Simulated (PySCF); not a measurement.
C4H6O2, SMILES C=CC(=O)OC. Atoms are numbered in the order given.

```xyz
12

C      2.4523    -0.4306     0.1299
C      1.1963    -0.8476    -0.0558
C      0.0594     0.1072     0.0251
O      0.1459     1.2912     0.2539
O     -1.1124    -0.5224    -0.1932
C     -2.2787     0.2951    -0.1402
H      2.6509     0.6235     0.3439
H      3.2995    -1.1182     0.0740
H      0.9492    -1.8899    -0.2718
H     -2.3781     0.7715     0.8472
H     -2.2351     1.0887    -0.9018
H     -3.1298    -0.3699    -0.3306
```
Charge 0, spin multiplicity 1.

Geometry optimised at B3LYP-D3(BJ)/def2-SVP. Other conformers were not sampled.

These are PySCF with B3LYP/pcSseg-1 values and carry that method's errors.

GIAO shieldings, no solvent; atoms listed in one row are averaged. δ = σ(ref) − σ: ¹³C against TMS (σ = 181.3 ppm); ¹⁷O against H2O (σ = 333.8 ppm); ¹H against TMS (σ = 31.68 ppm), references at their B3LYP-D3(BJ)/def2-TZVP geometries, non-relativistic.

Computed chemical shifts:
```json
[
 {"nucleus": "¹³C", "atoms": "C3", "count": "1", "δ (ppm)": "174.8"},
 {"nucleus": "¹³C", "atoms": "C1", "count": "1", "δ (ppm)": "142.9"},
 {"nucleus": "¹³C", "atoms": "C2", "count": "1", "δ (ppm)": "138.9"},
 {"nucleus": "¹³C", "atoms": "C6", "count": "1", "δ (ppm)": "55.9"},
 {"nucleus": "¹⁷O", "atoms": "O4", "count": "1", "δ (ppm)": "414.8"},
 {"nucleus": "¹⁷O", "atoms": "O5", "count": "1", "δ (ppm)": "202.6"},
 {"nucleus": "¹H", "atoms": "H7", "count": "1", "δ (ppm)": "7.11"},
 {"nucleus": "¹H", "atoms": "H9", "count": "1", "δ (ppm)": "6.40"},
 {"nucleus": "¹H", "atoms": "H8", "count": "1", "δ (ppm)": "6.26"},
 {"nucleus": "¹H", "atoms": "H10, H11, H12", "count": "3", "δ (ppm)": "4.02"}
]
```
